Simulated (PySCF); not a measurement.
From one molecule to another.

First species: C₇H₈O₂.
Numbering: `[CH2:1]=[CH:2][C@H:3]([C:4]#[C:5][CH3:6])[C:7](=[O:8])[OH:9]` (hydrogens: H10, H11 on C1; H12 on C2; H13 on C3; H14, H15, H16 on C6; H17 on O9)

Second species: C8H7O (charge +1).
SMILES: `c1c(cccc1C#[O+])C`

Levels: wB97X-D/def2-SVPD for HOMO energy, LUMO energy, HOMO–LUMO gap, static isotropic polarisability and electronic spatial extent ⟨r²⟩ about the centre of nuclear charge; TDDFT wB97X-D/def2-SVPD for lowest singlet excitation; TDA wB97X-D/def2-SVPD for lowest triplet excitation (Tamm–Dancoff); GFN2-xTB for rotational constant A and rotational constant C. Geometries: GFN2-xTB. All species are isolated and taken at one optimised geometry, non-relativistic unless stated; the electronic structure was computed with PySCF and density fitting.

The conformers computed, where there is a choice (atom-mapped SMILES and torsion angles):
- `[CH2:1]=[CH:2][C@H:3]([C:4]#[C:5][CH3:6])[C:7](=[O:8])[OH:9]`: C1–C2–C3–C4 -115°, C2–C3–C7–O8 38°, H–O9–C7–C3 -177°

Values for the first species:

- HOMO energy: -9.32 eV
- LUMO energy: 1.65 eV
- HOMO–LUMO gap: 10.97 eV
- Lowest singlet excitation: 5.83 eV
- Lowest triplet excitation (Tamm–Dancoff): 4.65 eV
- Static isotropic polarisability: 90.4 au
- Electronic spatial extent ⟨r²⟩ about the centre of nuclear charge: 1466 bohr²
- Rotational constant A: 1.813 GHz
- Rotational constant C: 0.823 GHz

Q: Estimate the same properties for the second species, and the change in each.

A: 
```tsv
property	first	second	second less first
HOMO energy	-9.32 eV	-14.17 eV	-4.85 eV
LUMO energy	1.65 eV	-6.16 eV	-7.81 eV
HOMO–LUMO gap	10.97 eV	8.01 eV	-2.96 eV
lowest singlet excitation	5.83 eV	4.05 eV	-1.78 eV
lowest triplet excitation (Tamm–Dancoff)	4.65 eV	2.85 eV	-1.80 eV
static isotropic polarisability	90.4 au	90.8 au	+0.4 au
electronic spatial extent ⟨r²⟩ about the centre of nuclear charge	1466 bohr²	1236 bohr²	-230 bohr²
rotational constant A	1.813 GHz	3.301 GHz	+1.488 GHz
rotational constant C	0.823 GHz	0.875 GHz	+0.052 GHz
```

On the first: The polarisability is 13.39 Å³ as a volume (1 au = 0.148185 Å³), or 1.37 au for each of the 66 electrons. The principal polarisabilities are 73.6, 87.1 and 110.3 au; their mean is the isotropic value.

On the second: The polarisability is 13.45 Å³ as a volume (1 au = 0.148185 Å³), or 1.46 au for each of the 62 electrons. The principal polarisabilities are 50.5, 92.3 and 129.5 au; their mean is the isotropic value.
